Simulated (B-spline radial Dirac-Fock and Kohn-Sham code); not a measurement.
ΔSCF core binding energies without Breit or QED terms, calculated with a radial atomic solver.

A sound run for the Zn³⁺ ion, [Ar] 3d9: The ground state converged in 10 iterations, with total energy -1792.34246 Ha, virial ratio 1.98121 and highest orbital energy -62.62 eV. ΔSCF binding energies: K (1s) 9731.9 eV, L3 (2p3/2) 1076.9 eV. Holes are computed only in closed shells, and unreliable hole states are left out.

A second run, with one unsound setting: The ground state had not converged after 72 iterations, with total energy -1790.42986 Ha, virial ratio 1.95396 and highest orbital energy -32.63 eV. ΔSCF binding energies: K (1s) 9788.5 eV, L3 (2p3/2) 1124.8 eV (not all states converged, so these are not final). Holes are computed only in closed shells, and unreliable hole states are left out.

```
iter   energy (Ha)        error
   1    -1782.08386530  1.09e+00
   2    -1786.91686219  7.62e-01
   3    -1786.99380381  7.56e-01
   4    -1787.06975084  7.50e-01
   5    -1787.14471457  7.44e-01
   6    -1787.21870617  7.39e-01
   7    -1787.29173669  7.33e-01
   8    -1787.36381712  7.27e-01
   9    -1787.43495830  7.22e-01
  17    -1787.97154449  6.78e-01
  25    -1788.45395146  6.36e-01
  33    -1788.88706297  5.97e-01
  41    -1789.27539082  5.60e-01
  49    -1789.62309650  5.25e-01
  57    -1789.93401206  4.91e-01
  65    -1790.21166024  4.60e-01
  72    -1790.42986088  4.34e-01
```

Task: Which fault fits the second run best?
A. damping too heavy
B. too few quadrature points
C. spline order too low
D. speed of light below Z

Result: A. The input had damp = 0.995; ndamp = 100: damp is so close to 1 that the orbitals hardly move in each step.
